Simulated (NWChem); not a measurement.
Program: NWChem. System: Cl₃Sb, charge 0, spin multiplicity 1, displaced from the optimised geometry. The structure started from a generated list of species. Level: BP86/def2-SVP with def2 effective core potentials on Sb.

NWChem printed:

```
             Northwest Computational Chemistry Package (NWChem) 7.3.0
             --------------------------------------------------------

                                NWChem Input Module
                                -------------------

 Scaling coordinates for geometry "geometry" by  1.889725989
 (inverse scale =  0.529177249)

                             Geometry "geometry" -> ""
                             -------------------------

 Output coordinates in angstroms (scale by  1.889725989 to convert to a.u.)

  No.       Tag          Charge          X              Y              Z
 ---- ---------------- ---------- -------------- -------------- --------------
    1 Sb                  51.0000     0.00215400     0.58651600     0.00000000
    2 Cl                  17.0000    -1.06940300    -0.58259600     1.84854200
    3 Cl                  17.0000    -1.06940300    -0.58259600    -1.84854200
    4 Cl                  17.0000     2.13234600    -0.59435500     0.00000000

 Effective nuclear repulsion energy (a.u.)     689.2092138345

            Nuclear Dipole moment (a.u.)
            ----------------------------
        X                 Y               Z
 ---------------- ---------------- ----------------
     0.0000642507     0.0000321253     0.0000000000


 Summary of "ao basis" -> "" (spherical)
 ------------------------------------------------------------------------------
       Tag                 Description            Shells   Functions and Types
 ---------------- ------------------------------  ------  ---------------------
 *                          def2-svp                  on all atoms

 Summary of "ao basis" -> "ao basis" (spherical)
 ------------------------------------------------------------------------------
       Tag                 Description            Shells   Functions and Types
 ---------------- ------------------------------  ------  ---------------------
 Sb                         def2-svp                10       26   4s4p2d
 Cl                         def2-svp                 8       18   4s3p1d

 Summary of "ao basis" -> "ao basis" (spherical)
 ------------------------------------------------------------------------------
       Tag                 Description            Shells   Functions and Types
 ---------------- ------------------------------  ------  ---------------------
 Sb                         def2-svp                10       26   4s4p2d
 Cl                         def2-svp                 8       18   4s3p1d

            General Information
            -------------------
          SCF calculation type: DFT
          Wavefunction type:  closed shell.
          No. of atoms     :     4
          No. of electrons :    74
           Alpha electrons :    37
            Beta electrons :    37
          Charge           :     0
          Spin multiplicity:     1
          Use of symmetry is: off; symmetry adaption is: off
          Maximum number of iterations: 100
          AO basis - number of functions:    80
                     number of shells:    34
          Convergence on energy requested:  1.00D-06
          Convergence on density requested:  1.00D-05
          Convergence on gradient requested:  5.00D-04

              XC Information
              --------------
                    Becke 1988 Exchange Functional  1.000
                Perdew 1981 Correlation Functional  1.000 local
                Perdew 1986 Correlation Functional  1.000 non-local

             Grid Information
             ----------------
          Grid used for XC integration:  medium
          Radial quadrature: Mura-Knowles
          Angular quadrature: Lebedev.
          Tag              B.-S. Rad. Rad. Pts. Rad. Cut. Ang. Pts.
          ---              ---------- --------- --------- ---------
          Sb                  1.45      123           8.0       590
          Cl                  1.00       88          10.0       590
          Grid pruning is: on
          Number of quadrature shells:   387
          Spatial weights used:  Erf1

          Convergence Information
          -----------------------
          Convergence aids based upon iterative change in
          total energy or number of iterations.
[...]
    55      0.332065  3 Cl px                72      0.283512  4 Cl pz
    34     -0.245521  2 Cl px                52      0.245525  3 Cl px
    39     -0.191713  2 Cl pz                57     -0.191714  3 Cl pz
    69      0.165015  4 Cl pz                31     -0.142903  2 Cl px

 Vector   37  Occ=2.000000D+00  E=-2.733772D-01
              MO Center= -9.6D-04, -2.7D-01, -8.2D-06, r^2= 5.5D+00
   Bfn.  Coefficient  Atom+Function         Bfn.  Coefficient  Atom+Function
  ----- ------------  ---------------      ----- ------------  ---------------
    38      0.357497  2 Cl py                56      0.357500  3 Cl py
    74      0.358000  4 Cl py                 3     -0.315916  1 Sb s
    35      0.254557  2 Cl py                53      0.254560  3 Cl py
    71      0.254873  4 Cl py                 4     -0.223395  1 Sb s
    12     -0.221810  1 Sb py                32      0.148688  2 Cl py

 Vector   38  Occ=0.000000D+00  E=-1.146652D-01
              MO Center=  4.1D-04,  1.0D-01,  4.7D-06, r^2= 4.2D+00
   Bfn.  Coefficient  Atom+Function         Bfn.  Coefficient  Atom+Function
  ----- ------------  ---------------      ----- ------------  ---------------
     3      0.616000  1 Sb s                 12     -0.574392  1 Sb py
    15     -0.502415  1 Sb py                73      0.338554  4 Cl px
    39      0.293236  2 Cl pz                57     -0.293234  3 Cl pz
    70      0.198547  4 Cl px                 9      0.184828  1 Sb py
     1     -0.176236  1 Sb s                 36      0.171963  2 Cl pz

 Vector   39  Occ=0.000000D+00  E=-1.123178D-01
              MO Center=  5.2D-02,  4.3D-01,  1.0D-02, r^2= 4.0D+00
   Bfn.  Coefficient  Atom+Function         Bfn.  Coefficient  Atom+Function
  ----- ------------  ---------------      ----- ------------  ---------------
    14      0.614968  1 Sb px                11      0.603188  1 Sb px
    73      0.282412  4 Cl px                74     -0.273280  4 Cl py
    39     -0.223311  2 Cl pz                66     -0.218368  4 Cl s
     8     -0.199663  1 Sb px                57      0.190545  3 Cl pz
    38      0.159876  2 Cl py                 5     -0.158706  1 Sb px

 Vector   40  Occ=0.000000D+00  E=-1.123177D-01
              MO Center= -4.9D-02,  4.3D-01, -1.0D-02, r^2= 4.0D+00
   Bfn.  Coefficient  Atom+Function         Bfn.  Coefficient  Atom+Function
  ----- ------------  ---------------      ----- ------------  ---------------
    16      0.614974  1 Sb pz                13      0.603191  1 Sb pz
    56      0.248635  3 Cl py                38     -0.221380  2 Cl py
    37     -0.215209  2 Cl px                10     -0.199664  1 Sb pz
    48      0.200031  3 Cl s                 55      0.200339  3 Cl px
    75     -0.194401  4 Cl pz                57      0.184654  3 Cl pz

 center of mass
 --------------
 x =   0.00028895 y =   0.07852027 z =   0.00000000

 moments of inertia (a.u.)
 ------------------
        1129.445338996825           2.120856523628           0.000000000000
           2.120856523628        1706.852283851938           0.000000000000
           0.000000000000           0.000000000000        1129.438577674056

     Multipole analysis of the density
     ---------------------------------

     L   x y z        total         alpha         beta         nuclear
     -   - - -        -----         -----         ----         -------
     0   0 0 0      0.000000    -37.000000    -37.000000     74.000000

     1   1 0 0      0.004301      0.059105      0.059105     -0.113909
     1   0 1 0      1.171534     16.102714     16.102714    -31.033895
     1   0 0 1     -0.000005     -0.000002     -0.000002      0.000000

     2   2 0 0    -48.571353   -231.729824   -231.729824    414.888294
     2   1 1 0      0.014445      0.602206      0.602206     -1.189966
     2   1 0 1      0.000009      0.000005      0.000005      0.000000
     2   0 2 0    -44.638814    -67.774810    -67.774810     90.910807
     2   0 1 1      0.000005      0.000002      0.000002      0.000000
     2   0 0 2    -48.571405   -231.731785   -231.731785    414.892165

            General Information
            -------------------
          SCF calculation type: DFT
          Wavefunction type:  closed shell.
          No. of atoms     :     4
          No. of electrons :    74
           Alpha electrons :    37
            Beta electrons :    37
          Charge           :     0
          Spin multiplicity:     1
          Use of symmetry is: off; symmetry adaption is: off
          Maximum number of iterations: 100
          AO basis - number of functions:    80
                     number of shells:    34
          Convergence on energy requested:  1.00D-06
          Convergence on density requested:  1.00D-05
          Convergence on gradient requested:  5.00D-04

              XC Information
              --------------
                    Becke 1988 Exchange Functional  1.000
                Perdew 1981 Correlation Functional  1.000 local
                Perdew 1986 Correlation Functional  1.000 non-local

             Grid Information
             ----------------
          Grid used for XC integration:  medium
          Radial quadrature: Mura-Knowles
          Angular quadrature: Lebedev.
          Tag              B.-S. Rad. Rad. Pts. Rad. Cut. Ang. Pts.
          ---              ---------- --------- --------- ---------
          Sb                  1.45      123           8.0       590
          Cl                  1.00       88          10.0       590
          Grid pruning is: on
          Number of quadrature shells:   387
          Spatial weights used:  Erf1

          Convergence Information
          -----------------------
          Convergence aids based upon iterative change in
          total energy or number of iterations.
          Levelshifting, if invoked, occurs when the
          HOMO/LUMO gap drops below (HL_TOL):  1.00D-02
          DIIS, if invoked, will attempt to extrapolate
          using up to (NFOCK): 10 stored Fock matrices.

                    Damping( 0%)  Levelshifting(0.5)       DIIS
                  --------------- ------------------- ---------------
          dE  on:    start            ASAP                start
          dE off:    2 iters        100 iters           100 iters

      Screening Tolerance Information
      -------------------------------
          Density screening/tol_rho:  1.00D-10
          AO Gaussian exp screening on grid/accAOfunc:  14
          CD Gaussian exp screening on grid/accCDfunc:  20
          XC Gaussian exp screening on grid/accXCfunc:  20
          Schwarz screening/accCoul:  1.00D-08

                            NWChem DFT Gradient Module
                            --------------------------

  charge          =   0.00
  wavefunction    = closed shell

                         DFT ENERGY GRADIENTS

    atom               coordinates                        gradient
                 x          y          z           x          y          z
   1 Sb      0.004070   1.108355   0.000000    0.000058   0.015749   0.000000
   2 Cl     -2.020879  -1.100947   3.493238   -0.004138  -0.005234   0.007134
   3 Cl     -2.020879  -1.100947  -3.493238   -0.004138  -0.005234  -0.007134
   4 Cl      4.029550  -1.123168   0.000000    0.008219  -0.005281  -0.000000

                 ----------------------------------------
                 |  Time  |  1-e(secs)   |  2-e(secs)   |
                 ----------------------------------------
                 |  CPU   |       0.01   |       0.93   |
                 ----------------------------------------
                 |  WALL  |       0.01   |       0.93   |
                 ----------------------------------------

 Task  times  cpu:        3.1s     wall:        3.1s

 Total times  cpu:        3.1s     wall:        3.1s
```

Q: Write an NWChem input that would produce this output.

A: Several could match; the one computed here: 
```
start mol
memory heap 200 mb stack 900 mb global 1100 mb
geometry units angstroms nocenter noautoz noautosym
  Sb     0.002154     0.586516     0.000000
  Cl    -1.069403    -0.582596     1.848542
  Cl    -1.069403    -0.582596    -1.848542
  Cl     2.132346    -0.594355     0.000000
end
basis spherical
  * library def2-svp
end
ecp
  Sb library def2-ecp
end
dft
  xc becke88 perdew86
  semidirect memsize 60000000 filesize 0
  iterations 100
end
task dft gradient
```
